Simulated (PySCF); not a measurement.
Several molecules and their computed UV-vis stick spectra, shuffled. Method: TDDFT CAM-B3LYP/def2-SVPD, vertical, gas phase, core orbitals frozen in the response in PySCF. Geometries: GFN2-xTB; one conformer of each isolated species. Triplets are in the Tamm–Dancoff approximation. Ions are computed without counter-ions or solvent.

A. `C(F)(F)(F)/C=C\[SiH2]C#C`
B. `C([Si@]1(F)C=CC(F)=C1)F`
C. `C#C[Si]1(C(F)(F)F)CC1`
D. `C=C1[SiH2][C@H]1C(F)=C(F)F`
E. `CC#[N+]C`

Lowest singlet levels (six at most, fewer where fewer were computed) with oscillator strengths:

1. 205 nm (f 0.002); 197 nm (f 0.003); 195 nm (f 0.006); 188 nm (f 0.003); 179 nm (f 0.286); 172 nm (f 0.178); T1 4.11 eV
2. 225 nm (f 0.001); 211 nm (f 0.142); 203 nm (f 0.001); 185 nm (f 0.002); 183 nm (f 0.228); 176 nm (f 0.000); T1 4.53 eV
3. 168 nm (f 0.000); 162 nm (f 0.000 summed over 2 states); 123 nm (f 0.036 summed over 2 states); 123 nm (f 1.610); 117 nm (f 0.000) [of 8 roots; the last level is left out, as the window may have cut its degenerate partner]; T1 6.27 eV
4. 306 nm (f 0.038); 223 nm (f 0.002); 207 nm (f 0.035); 179 nm (f 0.015); 178 nm (f 0.036); 172 nm (f 0.013); T1 2.48 eV
5. 246 nm (f 0.003); 222 nm (f 0.001); 217 nm (f 0.191); 205 nm (f 0.030); 188 nm (f 0.166); 184 nm (f 0.137); T1 4.09 eV

Task: Which spectrum belongs to which structure?

Result: 1 = A, 2 = C, 3 = E, 4 = B, 5 = D.
- A: S1 at 6.05 eV, HOMO-1→LUMO (36%), HOMO-1→LUMO+3 (26%), HOMO→LUMO+1 (16%); Löwdin shares by element: HOMO carbon 71% or more, silicon 9%, hydrogen 4% or more (atoms not listed hold the other 16%); LUMO carbon 63% or more, silicon 12% (atoms not listed hold the other 25%); HOMO -9.80 and LUMO -0.40 eV.
- B: S1 at 4.06 eV, HOMO→LUMO (98%); Löwdin shares by element: HOMO carbon 84% or more (atoms not listed hold the other 16%); LUMO carbon 69% or more (atoms not listed hold the other 31%); HOMO -8.51 and LUMO -1.18 eV.
- C: S1 at 5.52 eV, HOMO→LUMO+1 (82%), HOMO-2→LUMO+1 (12%); Löwdin shares by element: HOMO carbon 54% or more, silicon 24% (atoms not listed hold the other 22%); LUMO carbon 55% or more, silicon 20% (atoms not listed hold the other 25%); HOMO -8.67 and LUMO 0.15 eV; point group Cs, 1 of its 6 listed states under f = 0.0005.
- D: S1 at 5.04 eV, HOMO→LUMO (91%); Löwdin shares by element: HOMO carbon 58% or more, silicon 10% (atoms not listed hold the other 32%); LUMO carbon 64% or more, silicon 11% (atoms not listed hold the other 25%); HOMO -7.99 and LUMO 0.20 eV.
- E: S1 at 7.40 eV, HOMO-1/HOMO→LUMO/LUMO+1 (≥80%); Löwdin shares by element: HOMO (one of a set within 0.03 eV) carbon 36% or more, nitrogen 28%, hydrogen 10% or more (atoms not listed hold the other 26%); LUMO (one of a set within 0.03 eV) carbon 49% or more, nitrogen 31%, hydrogen 6% or more; HOMO -16.95 and LUMO -4.86 eV; point group C3v, 4 of its 7 listed states under f = 0.0005.

A slash joins orbitals within 0.01 eV of each other, whose weights are summed (≥ marks a lower bound).
